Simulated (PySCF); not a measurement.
All values below come from PySCF 2.14.0 with PBE-D3(BJ)/def2-TZVP // PBE0-D4/def2-TZVP. Gas-phase values, no solvent. One relaxed conformer stands for a flexible species; it need not be the lowest. Delta-SCF ions had no search for a lower state. Excitations are Tamm–Dancoff values on a coarser integration grid. The basis has no diffuse functions, so Rydberg states are missing or too high.

Reference species (SMILES): `[SiH3]N(C)[SiH3]` (neutral, multiplicity 1).

```json
{
  "S1 excitation (TDA)": "5.13 eV",
  "T1 excitation (TDA)": "4.89 eV",
  "vertical ionisation energy (Delta-SCF)": "8.73 eV"
}
```

Changed species: `C[SiH2]N[SiH3]` (C–Si–N–Si torsion 75°).

Q: Predict the effect on the S1 excitation (TDA), T1 excitation (TDA) and vertical ionisation energy (Delta-SCF).

A: the S1 excitation (TDA) rises by 0.37 eV, to 5.50 eV; the T1 excitation (TDA) increases by 0.32 eV, to 5.21 eV; the vertical ionisation energy (Delta-SCF) rises by 0.22 eV, to 8.95 eV.
